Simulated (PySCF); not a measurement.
BrHSSi, neutral, multiplicity 1.

```xyz
4

Si     1.0710    -0.6354     0.0000
Br    -0.1787     1.2716     0.0000
S     -0.5618    -2.0314     0.0000
H      0.2505    -3.1064     0.0000
```

Geometry: B3LYP-D3(BJ)/def2-TZVP. One conformer was computed; it need not be the lowest.

The numbers are results of PBE0/pcSseg-2 (PySCF), not measurements. Non-relativistic, no solvent.

Computed absolute GIAO shielding of each atom: isotropic value and principal components (ppm):
| atom | σ(iso) | σ11 | σ22 | σ33 | span |
|---|---|---|---|---|---|
| Si1 | -57.7 | -556.2 | 123.8 | 259.5 | 815.7 |
| Br2 | 1766.3 | 574.2 | 2249.8 | 2474.8 | 1900.6 |
| S3 | 227.3 | -440.1 | 510.6 | 611.3 | 1051.3 |
| H4 | 26.0 | 23.6 | 24.6 | 29.7 | 6.1 |
